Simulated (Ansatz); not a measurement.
Job for Ansatz (a quantum-chemistry and plane-wave program): R-wB97M-V/def2-TZVPP on H2Pb (SMILES [PbH2]), atoms moved off the minimum. Elements past Kr take the def2 small-core potentials; no spin–orbit coupling.

Ansatz 0.2 input:
```yaml
crystal:
  periodic: [false, false, false]
  atoms:
    - {symbol: Pb, position_ang: [-0.07880163, -0.08281383, -0.11258199]}
    - {symbol: H, position_ang: [-0.29027883, -1.28398731, -1.11199789]}
    - {symbol: H, position_ang: [-0.15358692, 1.30074525, -1.26782572]}
basis:
  gaussian:
    orbitals: def2-TZVPP
hamiltonian:
  xc: {name: wB97M-V}
scf: {lower_state_search: off}
output: {forces: true}
```

The head of its log:

```
WARN ansatz: RAYON_NUM_THREADS=2 ignored (pool sized by the plan → 2); use --threads N
Functional definition: wB97M-V
these checks for a lower state are left out or cut short: stability, starts, cluster_reference, orbital_swaps, neighbouring_geometries, increment
integrals: 0.02 GiB planned
535 factors; their error is unknown
integrals: 0.06 GiB planned
177 factors; integrals over basis functions are off by at most 1.1e-5 eV
mean field: 0.27 GiB planned
mean field evaluation 1: about -5276.6319 eV, gradient 9.0e0 eV
mean field evaluation 2: about -5276.9038 eV, gradient 3.5e0 eV
```

Question: What total energy does the run end on?

Answer: -193.9246 hartree.
